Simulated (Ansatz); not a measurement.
Input for Ansatz (an electronic-structure program): R-wB97X-V/def2-TZVPPD on AsH3 (SMILES [AsH3]) with ghost functions, monomers drawn apart or pushed together. Files ending in .json are basis or fitting sets from the Basis Set Exchange.

Ansatz 0.2 input:
```yaml
crystal:
  periodic: [false, false, false]
  atoms:
    - {symbol: As, position_ang: [0.10656308, -1.40665145, 6.88900433]}
    - {symbol: H, position_ang: [-1.36284776, -1.64851732, 6.57058929]}
    - {symbol: H, position_ang: [-0.10064389, 0.09800857, 6.99423836]}
    - {symbol: H, position_ang: [-0.12015288, -1.60732291, 8.38653455]}
basis:
  gaussian:
    orbitals: def2-TZVPPD.json
    ghost_atoms:
      - {symbol: S, position_ang: [-0.28019333, 0.37876062, 0.35636734]}
      - {symbol: H, position_ang: [-0.42542070, -0.95568377, 0.34686382]}
      - {symbol: H, position_ang: [1.00566485, 0.29105727, 0.73162682]}
hamiltonian:
  xc: {name: wB97X-V}
scf: {lower_state_search: off}
```

The head of its log:

```
WARN ansatz: RAYON_NUM_THREADS=1 ignored (pool sized by the plan → 1); use --threads N
Functional definition: wB97X-V
these checks for a lower state are left out or cut short: stability, starts, cluster_reference, orbital_swaps, neighbouring_geometries, increment
integrals: 0.12 GiB planned
1021 factors; their error is unknown
integrals: 0.15 GiB planned
259 factors; integrals over basis functions are off by at most 3.2e-5 eV
mean field: 0.90 GiB planned
mean field evaluation 1: about -60883.8969 eV, gradient 1.0e1 eV
mean field evaluation 2: about -60884.0403 eV, gradient 6.8e0 eV
```

**Question.** Give the final energy of this run.

**Answer.** -2237.4545 hartree.
